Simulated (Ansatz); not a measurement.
Mulliken charges of BH4NSe, SMILES `NB[SeH]` from ωB97M-V/def2-TZVPP in Ansatz (PBE0-D4/def2-TZVP geometry).

```json
{"atom": "N1", "x (Å)": "-1.016", "y (Å)": "0.478", "z (Å)": "-0.445", "charge (e)": "-0.210"}
{"atom": "B2", "x (Å)": "0.032", "y (Å)": "-0.044", "z (Å)": "0.302", "charge (e)": "-0.047"}
{"atom": "Se3", "x (Å)": "1.650", "y (Å)": "-0.689", "z (Å)": "-0.588", "charge (e)": "-0.135"}
{"atom": "H4", "x (Å)": "-1.858", "y (Å)": "0.816", "z (Å)": "-0.012", "charge (e)": "0.141"}
{"atom": "H5", "x (Å)": "-1.018", "y (Å)": "0.557", "z (Å)": "-1.448", "charge (e)": "0.127"}
{"atom": "H6", "x (Å)": "-0.048", "y (Å)": "-0.102", "z (Å)": "1.490", "charge (e)": "0.061"}
{"atom": "H7", "x (Å)": "2.319", "y (Å)": "-1.083", "z (Å)": "0.655", "charge (e)": "0.063"}
```

Task: By hand: the dipole of these point charges (1 e Å = 4.8032 D).

Result: Σ q r = (-0.259, 0.106, 0.105) e Å, of length 0.299 e Å = 1.44 D.

Task: How does the dipole of the full density compare? (Estimate.)

Result: Computed: (-0.381, 0.170, -0.022) e Å, 2.01 D; the point charges give 0.72 times that, at 24° from its direction.

Point charges leave out the atoms' own dipoles, such as those of lone pairs, and Mulliken's split depends on the basis, so the two needn't agree.
